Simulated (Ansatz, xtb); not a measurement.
**C6H3N3: which of two isomers lies lower**

We compare X, `N#CCC=C(C#N)C#N`, a singlet, with Y, `N#CC1=C(C#N)N=CC1`, a singlet. Both are isolated molecules in the gas phase, relaxed with B3LYP/def2-SVP; the shapes shown needn't be the lowest conformers.

X (Å):

```xyz
12

C    -2.6872    2.0625   -1.6659
C    -1.4180    2.2585   -0.9564
C    -0.6937    0.9636   -0.7104
C     0.6261    0.7646   -0.9426
C     1.4734    1.7959   -1.4848
C     1.2479   -0.4994   -0.6445
N    -3.6891    1.8936   -2.2207
N     2.1418    2.6382   -1.9204
N     1.7461   -1.5182   -0.4016
H    -1.6442    2.7322    0.0180
H    -0.7897    2.9703   -1.5151
H    -1.2740    0.1327   -0.2999
```

Y (Å):

```xyz
12

C    -2.5183   -0.1013    0.6000
C    -1.4490    0.6933    0.1164
C    -1.4995    1.9532   -0.4221
C    -2.6617    2.7622   -0.6198
C     0.6203    1.5101   -0.5082
C    -0.0004    0.2877    0.1020
N    -3.3746   -0.7758    1.0037
N    -3.6051    3.4184   -0.7799
N    -0.2261    2.4366   -0.7982
H     1.6912    1.6315   -0.7010
H     0.1847   -0.6220   -0.4991
H     0.3957    0.0755    1.1125
```

Estimate which is lower in electronic energy at CCSD(T)/def2-SVP + ΔMP2/def2-TZVPP, and by roughly how much.

The CCSD(T)/def2-SVP + ΔMP2/def2-TZVPP calculation puts structure Y lower, by 3.0 kcal/mol.

Level by level:

```
                             level        geometry  E(Y) − E(X) (kcal/mol)  departure from the last row (kcal/mol)  job, with rough time for the two
                          GFN2-xTB        GFN2-xTB                     −22.9                                   −19.8              optimisation, 0.15 s
                         HF/STO-3G        GFN2-xTB                      −7.9                                    −4.8               single point, 0.9 s
                r2SCAN-D4/def2-SVP        GFN2-xTB                     −13.6                                   −10.6               single point, 4.6 s
                    B3LYP/def2-SVP  B3LYP/def2-SVP                      −7.5                                    −4.4                optimisation, 43 s
                       HF/def2-SVP  B3LYP/def2-SVP                      +1.0                                    +4.1           part of the CCSD(T) run
                      MP2/def2-SVP  B3LYP/def2-SVP                      −3.1                                    −0.1           part of the CCSD(T) run
                  CCSD(T)/def2-SVP  B3LYP/def2-SVP                      −2.2                                    +0.8                      single point
CCSD(T)/def2-SVP + ΔMP2/def2-TZVPP  B3LYP/def2-SVP                      −3.0                                                     single point, 1.7 min
```

As drawn, Y has 1 C–N, 1 C=N in place of 1 C≡N. Structure X has no ring, Y a 5-membered ring.

HF/def2-SVP puts the two in the other order. The largest departure from CCSD(T)/def2-SVP + ΔMP2/def2-TZVPP is that of GFN2-xTB, 19.8 kcal/mol. The last row adds to CCSD(T) the change of the MP2 difference between the two basis sets, here −0.8 kcal/mol.

With thermal terms from frequencies at re-optimised GFN2-xTB minima (ideal gas, soft modes damped towards free rotors, one conformer each, 298.15 K, 1 atm): the zero-point term adds +0.8 kcal/mol; ΔH is −3.0 and ΔG −1.0 kcal/mol.

The correlated steps freeze 9 core orbitals. Codes used: Ansatz 0.2.0, xtb 6.7.1; the last row on 4 threads of Arm Neoverse V1 on a shared host.
